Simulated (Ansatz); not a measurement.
F₂Si, singlet, geometry from GFN2-xTB; CAM-B3LYP/STO-3G (Ansatz, an electronic-structure program).

Here is a job for Ansatz.
Ansatz 0.2 input:
```yaml
crystal:
  periodic: [false, false, false]
  atoms:
    - {symbol: Si, position_ang: [-0.03685565, -0.01764442, 0.62704345]}
    - {symbol: F, position_ang: [1.00111955, -0.63280559, -0.44873539]}
    - {symbol: F, position_ang: [-0.94378855, 0.66025247, -0.52666553]}
basis:
  gaussian:
    orbitals: STO-3G
    fitting: {mean_field: def2-universal-JKFIT}
hamiltonian:
  xc: cam_b3lyp
```

Output, abridged:

```
Functional definition: CAM-B3LYP
282 factors; integrals over basis functions are off by at most 7.5e-3 eV
282 factors; integrals over basis functions are off by at most 3.2e-7 eV
mean field evaluation 1: about -13136.2690 eV, gradient 2.2e1 eV
mean field evaluation 2: about -13136.2527 eV, gradient 2.7e1 eV
mean field evaluation 4: about -13138.6149 eV, gradient 6.6e-2 eV
mean field evaluation 8: about -13138.6183 eV, gradient 2.2e-4 eV
mean field -13138.61828483 eV, -482.8353162920 hartree, gradient 1.0e-5 eV, S^2 0.000000; 0 other end points of the search recorded, 0 dependent functions left out
reference -13138.61833558 eV, -482.8353181572 hartree; 16, 16 occupied and 3, 3 virtual orbitals, 282 factors
Total energy: -13138.61833558 eV, -482.8353181572 hartree
```
